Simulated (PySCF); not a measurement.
Screening by computed properties: pick the candidate that meets the target.

Each SMILES stands for a single optimised conformer of the isolated species, non-relativistic unless stated; the electronic structure was computed with PySCF and density fitting.

Dipoles, sizes and rotational constants follow the conformer. The torsions of the flexible species, by atom-mapped SMILES:
- `[CH3:1][C:2]1([C@@H:3]([Cl:4])[CH2:5][F:6])[CH:7]=[CH:8]1`: C1–C2–C3–Cl4 -66°, C2–C3–C5–F6 61°
- `[F:1][CH2:2][c:3]1[cH:4][cH:5][n:6][s:7]1`: F1–C2–C3–C4 0°

The conformers of `OCC1OCOCO1` and `C[SiH2]N[Si](N)(S)S` aren't listed.

Question: Wanted: HOMO energy below -7.8 eV (B3LYP/def2-SVPD) and electronic spatial extent ⟨r²⟩ about the centre of nuclear charge below 800 bohr² (B3LYP/def2-SVPD), at GFN2-xTB geometries. Which candidate meets both?
A. `CC1=NN=C(C#N)N1C`
B. `C[C@@H]1C[C@H](Cl)/C1=C/F`
C. `Cc1nc(F)cs1`
D. `CC(F)(F)C#P`

Answer: D. Computed values:
```csv
species,HOMO energy,electronic spatial extent ⟨r²⟩ about the centre of nuclear charge
CC(F)(F)C#P,-8.13 eV,735 bohr²
CC1=NN=C(C#N)N1C,-7.45 eV,1134 bohr²
C[C@@H]1C[C@H](Cl)/C1=C/F,-7.20 eV,1240 bohr²
Cc1nc(F)cs1,-6.83 eV,837 bohr²
```

Question: Wanted: lowest triplet excitation (Tamm–Dancoff) below 3.4 eV (TDA B3LYP/def2-SVPD) and HOMO–LUMO gap below 6.6 eV (B3LYP/def2-SVPD), at GFN2-xTB geometries. Which candidate meets both?
A. `OCC1OCOCO1`
B. `CC1([C@@H](Cl)CF)C=C1`
C. `C[SiH2]N[Si](N)(S)S`
D. `Cc1nc(F)cs1`
E. `FC(C)(F)C#P`
F. `Cc1nnc(C#N)n1C`

Answer: E. Computed values:
```
              species  lowest triplet excitation (Tamm–Dancoff)  HOMO–LUMO gap
          FC(C)(F)C#P                                   3.30 eV        5.91 eV
          Cc1nc(F)cs1                                   3.58 eV        5.62 eV
       Cc1nnc(C#N)n1C                                   3.97 eV        5.74 eV
CC1([C@@H](Cl)CF)C=C1                                   4.15 eV        6.66 eV
  C[SiH2]N[Si](N)(S)S                                   5.32 eV        6.51 eV
           OCC1OCOCO1                                   6.93 eV        8.26 eV
```

Question: Wanted: smallest rotational constant below 1.04 GHz (GFN2-xTB) and lowest singlet excitation above 5.3 eV (TDDFT B3LYP/def2-SVPD), at GFN2-xTB geometries. Which candidate meets both?
A. `FC(C)(F)C#P`
B. `Cc1scc(n1)F`
C. `CC1([C@@H](Cl)CF)C=C1`
D. `C[C@@H]1C[C@H](Cl)/C1=C/F`
E. `Cc1nnc(C#N)n1C`
F. `FCC1=CC=NS1`

Answer: D. Computed values:
```
                  species  smallest rotational constant  lowest singlet excitation
C[C@@H]1C[C@H](Cl)/C1=C/F                     0.936 GHz                    6.02 eV
           Cc1nnc(C#N)n1C                     0.991 GHz                    4.53 eV
    CC1([C@@H](Cl)CF)C=C1                     1.092 GHz                    5.90 eV
              FCC1=CC=NS1                     1.255 GHz                    5.46 eV
              Cc1scc(n1)F                     1.329 GHz                    5.21 eV
              FC(C)(F)C#P                     1.645 GHz                    4.30 eV
```
